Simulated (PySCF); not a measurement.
How methods differ on the excitation energy of P

P [Ne] 3s2 3p3 (4S) → P [Ne] 3s1 3p4 (4P), as a difference of total energies. All numbers are calculated (PySCF 2.14, no relativity, point nucleus, in dyall-av3z (19s12p3d2f, 84 functions)). Correlated levels: valence: [Ne] frozen; virtual orbitals above 40 to 60 times the deepest correlated orbital energy dropped. The calculations carry no spin-orbit coupling.

```csv
method,excitation energy (eV)
UHF,7.893
LDA,8.003
PBE,7.905
PBE0,7.999
r2SCAN,7.590
TPSSh,7.913
B2PLYP,8.039
CAM-B3LYP,8.171
BP86,7.787
MP2 (valence),8.029
SCS-MP2 (valence),8.059
```

Task: How much does correlation contribute at MP2 (valence)?

Result: 8.029 − (7.893) = 0.136 eV, measured against UHF.

Errors of the correlated levels include the incompleteness of this basis and the frozen core.

For comparison: 7.395 eV (measured; NIST levels, between the centres of gravity of the two terms).
